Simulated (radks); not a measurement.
All-electron atom: W61+ in [Ne] 3s2 3p1. Method: scalar-relativistic Kohn-Sham, exchange-only LDA, spin-polarised, spherical densities, point nucleus; open shells are filled with parallel spins first (spin-orbit coupling, left out, can overturn this in heavy ions); computed with a radial shooting solver on a logarithmic mesh with Libxc functionals.

Unscreened Slater integrals over Kohn-Sham orbitals (eV). They are taken over the spin-up orbitals.

\begin{tabular}{lr}
integral & value \\ \hline
F0(3p,3p) & 135.50 \\
F2(3p,3p) & 67.610 \\
F0(3p,3s) & 133.83 \\
G1(3p,3s) & 86.401 \\
F0(3p,2p) & 179.02 \\
F2(3p,2p) & 46.883 \\
G0(3p,2p) & 18.819 \\
G2(3p,2p) & 20.909 \\
F0(3p,2s) & 174.17 \\
G1(3p,2s) & 14.891 \\
F0(3s,3s) & 132.58 \\
F0(3s,2p) & 173.22 \\
G1(3s,2p) & 18.446 \\
F0(3s,2s) & 170.04 \\
G0(3s,2s) & 14.891 \\
F0(2p,2p) & 362.64 \\
F2(2p,2p) & 171.67 \\
F0(2p,2s) & 337.27 \\
G1(2p,2s) & 193.08 \\
F0(2s,2s) & 321.40 \\
\end{tabular}

Derived for the open shells (J is the average intra-shell exchange parameter used in DFT+U). 3p: J = F2/5 = 13.52 eV.
